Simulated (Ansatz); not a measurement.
Computed with Ansatz on PBE0-D4/def2-TZVP structures; ΔE is electronic, products minus reactants. CBS: MP2 limit from def2 TZ/QZ plus the TZ coupled-cluster correction, frozen cores. This one scheme is used for every species. Functionals use def2-TZVPP. B3LYP here is the variant with VWN-RPA as its local correlation; programs differ in this. HSE06 is defined as in plane-wave codes. One conformer a species, not always the lowest.

`[NH2][AlH][SiH2]O` + H₂S → `[NH2][AlH][SiH2]S` + H₂O  (ligand exchange at the Si–O bond)

`[NH2][AlH][SiH2]O`:

Z-matrix (Å, degrees):
```
Si
Al 1 2.466
O 1 1.666 2 112.2
H 1 1.498 2 111.5 3 -124.3
H 1 1.490 2 112.0 3 117.1
N 2 1.771 1 115.9 3 -8.9
H 2 1.589 1 126.9 3 170.1
H 3 0.958 1 116.4 2 -59.9
H 6 1.008 2 125.3 1 179.4
H 6 1.008 2 124.5 1 -4.5
```

H₂S:

Cartesian coordinates in Å:
```
S -0.609 0.058 -0.096
H 0.471 0.185 -0.880
H 0.138 -0.243 0.976
```

`[NH2][AlH][SiH2]S`:

```xyz
10

N     1.420    0.079   -1.840
Al    0.177    0.680   -0.740
Si   -0.849   -0.840    0.883
S    -0.721    0.113    2.819
H     1.743   -0.874   -1.880
H     1.923    0.644   -2.506
H    -0.192    2.222   -0.797
H    -2.259   -1.230    0.586
H    -0.091   -2.107    1.079
H    -1.151    1.314    2.395
```

H₂O:

```xyz
3

O    -0.295    0.231    0.107
H    -0.204   -0.259   -0.713
H     0.499    0.029    0.606
```

| level | ΔE (kJ/mol) | difference from CCSD(T)/CBS |
| --- | --- | --- |
| LDA (SPW92) | 10.0 | -1.6 |
| PBE-D4 | 4.8 | -6.8 |
| revPBE-D4 | 3.3 | -8.3 |
| BLYP-D4 | 17.1 | 5.5 |
| r2SCAN-D4 | 12.9 | 1.3 |
| B97M-V | 16.3 | 4.7 |
| PBE0-D4 | 5.4 | -6.2 |
| B3LYP-D4 | 17.3 | 5.7 |
| r2SCANh-D4 | 12.3 | 0.7 |
| r2SCAN0-D4 | 11.6 | 0.0 |
| HSE06-D4 | 5.1 | -6.5 |
| BHLYP-D4 | 19.3 | 7.7 |
| CAM-B3LYP-D4 | 23.8 | 12.2 |
| ωB97X-V | 17.2 | 5.6 |
| B2PLYP | 19.9 | 8.3 |
| PBE-QIDH | 9.7 | -1.9 |
| PBE | 7.7 | -3.9 |
| BLYP | 22.8 | 11.2 |
| r2SCAN | 13.5 | 1.9 |
| PBE0 | 8.0 | -3.6 |
| B3LYP | 22.2 | 10.6 |
| r2SCANh | 13.0 | 1.4 |
| r2SCAN0 | 12.5 | 0.9 |
| HSE06 | 7.7 | -3.9 |
| BHLYP | 24.9 | 13.3 |
| CAM-B3LYP | 26.7 | 15.1 |
| LC-ωPBE | 14.5 | 2.9 |
| RPA@PBE/def2-TZVPP | 20.3 | 8.7 |
| MP2/def2-SVP | 13.0 | 1.4 |
| CCSD(T)/def2-SVP | 14.5 | 2.9 |
| HF/def2-TZVPP | 29.9 | 18.3 |
| MP2/def2-TZVPP | 12.5 | 0.9 |
| SCS-MP2/def2-TZVPP | 18.9 | 7.3 |
| CCSD/def2-TZVPP | 18.7 | 7.1 |
| CCSD(T)/def2-TZVPP | 15.9 | 4.3 |
| HF/def2-QZVPP | 30.9 | 19.3 |
| MP2/def2-QZVPP | 10.4 | -1.2 |
| SCS-MP2/def2-QZVPP | 16.7 | 5.1 |
| HF/CBS(def2) | 31.1 | 19.5 |
| CCSD/CBS(def2) | 14.4 | 2.8 |
| CCSD(T)/CBS | 11.6 | 0 |

Largest T1 diagnostic among the species: 0.013.

The D4 term adds −4.9 kJ/mol with B3LYP and −2.6 kJ/mol with PBE0; it sums over pairs of atoms, weighted by their polarisabilities, and B3LYP, whose exchange is more repulsive, gets the larger term. In def2-TZVPP, CCSD(T) changes the Hartree–Fock value by −14.0 kJ/mol (the triples alone add −2.9 kJ/mol) and MP2 by −17.3 kJ/mol.
